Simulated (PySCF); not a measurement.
# How methods differ on the excitation energy of Sc⁺

Sc⁺ [Ar] 3d1 4s1 (3D) → Sc⁺ [Ar] 3d1 4p1 (high-spin determinant), as a difference of total energies. Calculation: PySCF 2.14, in x2c-TZVPPall with one added diffuse shell each of s, p, d, f type (7s6p5d3f1g, 80 functions); the spin-free X2C one-electron Hamiltonian (Gaussian nucleus). Correlated levels: valence: [Ar] frozen. The calculations carry no spin-orbit coupling.

```tsv
method	excitation energy (cm⁻¹)
UHF	26034
MP2 (valence)	26288
SCS-MP2 (valence)	26119
CCSD (valence)	26297
```

With two correlated electrons CCSD is exact in that space.

The determinant of the upper state mixes LS terms, which raises its energy above the lowest term, most at the Hartree-Fock and MP2 levels.
